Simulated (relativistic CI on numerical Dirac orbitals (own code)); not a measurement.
d5 in a ligand field

Computed with a parametric ligand-field model of a d^n configuration (Racah B and C, spin-orbit zeta, crystal field), exact diagonalisation.

Field parameters in Wybourne normalisation: Oh B⁴₀ = 21Dq, B⁴₄ = √(5/14) B⁴₀; Td as Oh with Dq negative (B⁴₀ = 21Dq, B⁴₄ = √(5/14) B⁴₀). The field is a parameter set, without covalency.

Task: Ground term and bands for B = 760, C = 2910, ζ = 0 cm⁻¹, Oh, 10Dq = 19300 cm⁻¹?

Result: Ground term 2T2 with 0.07 electrons in the two orbitals of the cubic e set. Spin-allowed: 2A2 15932 cm⁻¹ (628 nm), 2T1 16211 cm⁻¹ (617 nm), 2T2 17927 cm⁻¹ (558 nm), 2E 19585 cm⁻¹ (511 nm). Lowest spin-forbidden: 6A1 417 cm⁻¹, 4T1 5657 cm⁻¹ (1768 nm), 4T2 11035 cm⁻¹ (906 nm).

Task: Ground term and bands for B = 570, C = 2630, ζ = 0 cm⁻¹, Td, 10Dq = -2500 cm⁻¹?

Result: Ground term 6A1 with 2.00 electrons in the two orbitals of the cubic e set. Spin-allowed: none. Lowest spin-forbidden: 4T1 17693 cm⁻¹ (565 nm), 4T2 18617 cm⁻¹ (537 nm), 4A1+E 18850 cm⁻¹ (531 nm). A high-spin d5 ion has no spin-allowed d-d band, hence its pale colour.

Task: Ground term and bands for B = 1040, C = 3990, ζ = 0 cm⁻¹, Oh, 10Dq = 15100 cm⁻¹?

Result: Ground term 6A1 with 2.00 electrons in the two orbitals of the cubic e set. Spin-allowed: none. Lowest spin-forbidden: 4T1 18217 cm⁻¹ (549 nm), 2T2 21084 cm⁻¹ (474 nm), 4T2 24431 cm⁻¹ (409 nm). A high-spin d5 ion has no spin-allowed d-d band, hence its pale colour.

Task: Ground term and bands for B = 830, C = 4310, ζ = 0 cm⁻¹, Oh, 10Dq = 35950 cm⁻¹?

Result: Ground term 2T2 with 0.04 electrons in the two orbitals of the cubic e set. Spin-allowed: 2A2 30985 cm⁻¹ (323 nm), 2T1 31249 cm⁻¹ (320 nm), 2T2 33507 cm⁻¹ (298 nm), 2E 35668 cm⁻¹ (280 nm). Lowest spin-forbidden: 4T1 16332 cm⁻¹ (612 nm), 6A1 18607 cm⁻¹ (537 nm), 4T2 22481 cm⁻¹ (445 nm).

Task: Ground term and bands for B = 980, C = 4850, ζ = 0 cm⁻¹, Oh, 10Dq = 23000 cm⁻¹?

Result: Ground term 6A1 with 2.00 electrons in the two orbitals of the cubic e set. Spin-allowed: none. Lowest spin-forbidden: 2T2 13457 cm⁻¹ (743 nm), 4T1 15024 cm⁻¹ (666 nm), 4T2 21614 cm⁻¹ (463 nm). A high-spin d5 ion has no spin-allowed d-d band, hence its pale colour.
